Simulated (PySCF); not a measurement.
Molecule: SMILES F[SiH]1CC1, C₂H₅FSi.

Geometry (Å), atoms numbered from 1 in this order:
```xyz
9

F     2.1705   -0.1420   -0.9010
Si    1.0757   -0.0625    0.2830
C    -0.6288   -0.7399   -0.0883
C    -0.5336    0.8115   -0.1034
H     1.7902   -0.0947    1.5289
H    -1.2443   -1.1604    0.6939
H    -0.8380   -1.2054   -1.0419
H    -1.0923    1.3193    0.6699
H    -0.6858    1.2801   -1.0663
```

Frames of a GFN2-xTB Langevin trajectory at 300 K; GIAO PBE0/pcSseg-1 shieldings in PySCF 2.14, gas phase, non-relativistic; equivalent atoms averaged within each frame.

δ = σ(ref) − σ, references computed at the same level: CFCl3 for $^{19}$F (σref 170.95); $^{29}$Si (σref 349.16) and $^{13}$C (σref 186.93) and $^{1}$H (σref 31.72) against TMS. The references are static minima.

Q: How do the shifts (ppm) fluctuate along the trajectory?

A: 
```csv
time (fs),F1,Si2,C3/C4,H5,H6/H8,H7/H9
250,-250.4,-31.5,-3.8,5.06,0.18,-0.01
425,-250.3,-42.1,-3.4,4.86,0.41,0.05
625,-246.7,-43.7,1.9,6.20,0.41,1.43
800,-265.8,-30.9,0.0,4.63,-0.16,1.27
1000,-249.2,-38.5,4.7,4.88,1.04,1.47
mean of frames,-252.5,-37.3,-0.1,5.13,0.38,0.84
standard deviation,7.6,5.9,3.6,0.62,0.44,0.76
```

5 frames give an uncertainty of the mean of about the standard deviation over 2.2 at best, since frames this close in time may not be independent; classical motion lacks zero-point vibration, and the reference would need the same averaging.
